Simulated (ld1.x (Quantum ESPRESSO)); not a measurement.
C, ultrasoft: configuration errors across variants

* Element: C
* Generator: ld1.x (Quantum ESPRESSO) 7.5
* Type: ultrasoft
* Functional: PBEsol
* Relativity: non-relativistic
* Frozen core: [He]
* Valence charge: 4
* Reference configuration: 2s2 2p2
* Partial waves: 2s (bound): rcut 0.85, rcutus 1.15 bohr; 2s channel at 0.1 Ry: rcut 0.85, rcutus 1.15 bohr; 2p (bound): rcut 1.90, rcutus 2.05 bohr; 2p channel at 4.35 Ry: rcut 1.90, rcutus 2.05 bohr
* Local potential: all-electron potential smoothed inside 1.85 bohr (lloc = -1)
* Core correction: none
* Augmentation charge: built from norm-conserving waves at rcut, not smoothed further

All-electron excitation energies from the reference (eV): (1) 2s2 2p1 10.792; (2) 2s2 2p0 34.814; (3) 2s1 2p0 82.757; (4) 2s0 2p4 16.843; (5) 2s2 2p1.5 3.934; (6) 2s1 2p2 19.488; (7) 2s1 2p3 8.412.

1 further variants failed, have other tests or too few solved ones, and are left out.

Errors AE − PS in meV (a dash: test not solved or not reliable):

```tsv
change	(1)	(2)	(3)	(4)	(5)	(6)	(7)	bound ghosts
base	-84	+220	+488	+18	-30	-243	+6.4	not determined
waves 2s (bound): rcut 0.84, rcutus 0.88 bohr; 2s channel at 0.1 Ry: rcut 0.84, rcutus 0.88 bohr	-85	+218	+485	+18	-30	-243	+6.1	not determined
waves 2s (bound): rcut 0.85, rcutus 1.02 bohr; 2s channel at 0.1 Ry: rcut 0.85, rcutus 1.02 bohr	-85	+218	+486	+18	-30	-243	+6.2	not determined
waves 2s (bound): rcut 0.85, rcutus 1.20 bohr; 2s channel at 0.1 Ry: rcut 0.85, rcutus 1.20 bohr	-83	+227	+500	+18	-30	-243	+7.0	not determined
waves 2s (bound): rcut 0.85, rcutus 1.32 bohr; 2s channel at 0.1 Ry: rcut 0.85, rcutus 1.32 bohr	-85	+218	+485	+18	-30	-243	+6.5	not determined
waves 2s (bound): rcut 0.85, rcutus 1.60 bohr; 2s channel at 0.1 Ry: rcut 0.85, rcutus 1.60 bohr	-84	+222	+491	+18	-30	-242	+6.8	not determined
waves 2s (bound): rcut 0.85, rcutus 1.70 bohr; 2s channel at 0.1 Ry: rcut 0.85, rcutus 1.70 bohr	-84	+223	+495	+18	-30	-242	+6.8	not determined
```

Problem. Give the same row for: waves 2s (bound): rcut 0.85, rcutus 1.40 bohr; 2s channel at 0.1 Ry: rcut 0.85, rcutus 1.40 bohr.

Solution. -84, +219, +487, +18, -30, -243, +6.6; bound ghosts: not determined.
